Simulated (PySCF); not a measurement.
# A small calculation by hand: entropy of an ideal gas

ZnCl2, SMILES [Cl][Zn][Cl].

Geometry optimised at PBE0-D3(BJ)/def2-TZVP. The isomer is the one that the SMILES or the coordinates give; other isomers of the formula were not compared.

PBE0-D3(BJ)/def2-TZVP in PySCF gives the harmonic wavenumbers 105, 105, 355, 509 cm⁻¹ and the rotational temperature 0.0788 K. The molar mass is 136.28 g/mol, the symmetry number 2, the spin multiplicity 1.

Work out the entropy at 298.15 K and 1 atm in the rigid-rotor, harmonic-oscillator model.


Translation (Sackur–Tetrode at 1 atm): S = R[1.5 ln M + 2.5 ln T − 1.16487] = 170.0 J/(mol K).
Rotation: q = T/(σ θ) = 1890, S = R[ln q + 1] = 71.0 J/(mol K).
Vibration: with u = 1.4388 ν/T, each mode gives R[u/(e^u − 1) − ln(1 − e^−u)]:
```tsv
ν (cm⁻¹)	modes	u	S (J/(mol K))
105	2	0.51	28.11
355	1	1.71	4.79
509	1	2.46	2.66
```
These are all the modes. Sum 35.6 J/(mol K).
Spin: R ln 1 = 0.0 J/(mol K).
Total 276.6 J/(mol K); the program's own thermochemistry gives 276.6. Translation makes up 61 % and vibration 13 %. Anharmonicity, hindered rotation and orbital degeneracy are left out.
